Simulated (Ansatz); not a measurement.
Relaxation of C$_{2}$H$_{4}$FSi (8 atoms, charge 1, multiplicity 1), to a largest force component of 0.015 eV/Å in at most 40 steps.

Level of theory: RKS PBE-D4/STO-3G in Ansatz 0.2.0.

```xyz
8
Properties=species:S:1:pos:R:3
C -0.249 1.330 -0.226
C -0.489 -0.042 -0.077
Si 0.232 -1.563 0.563
F 0.733 -2.347 -0.717
H 0.515 1.832 0.373
H -1.170 1.919 -0.339
H 0.078 1.284 -1.293
H 0.349 -2.412 1.716
```

Q: Where does it end, and by what steps?

A: The forces met the threshold. The force dipped under the threshold on the way, but the program's further checks kept it going. Limits of this set-up: minimal basis, the dipole of an ion depends on the origin. After 10 steps the energy has fallen by 0.644 eV; H8 moved furthest, 0.48 Å.

```
step  energy less start (eV)  largest force component (eV/Å)  accepted
   0                  0.0000                           2.916       yes
   1                 -0.4840                           0.676       yes
   2                 -0.6040                           0.488       yes
   3                 -0.6276                           0.141       yes
   4                 -0.5829                           1.005        no
   5                 -0.6405                           0.187       yes
   6                 -0.6427                           0.083       yes
   7                 -0.6436                           0.037       yes
   8                 -0.6439                           0.020       yes
   9                 -0.6441                           0.015       yes
  10                 -0.6441                           0.006       yes
```

```xyz
8
Properties=species:S:1:pos:R:3
C -0.253 1.336 -0.234
C -0.399 -0.110 -0.049
Si 0.515 -1.570 0.489
F 0.941 -2.587 -0.720
H 0.607 1.849 0.255
H -1.222 1.872 -0.062
H -0.110 1.406 -1.362
H -0.079 -2.196 1.683
```

Run time: 14 s on 1 thread of Arm Neoverse V2 (shared host), peak memory 0.12 GiB.
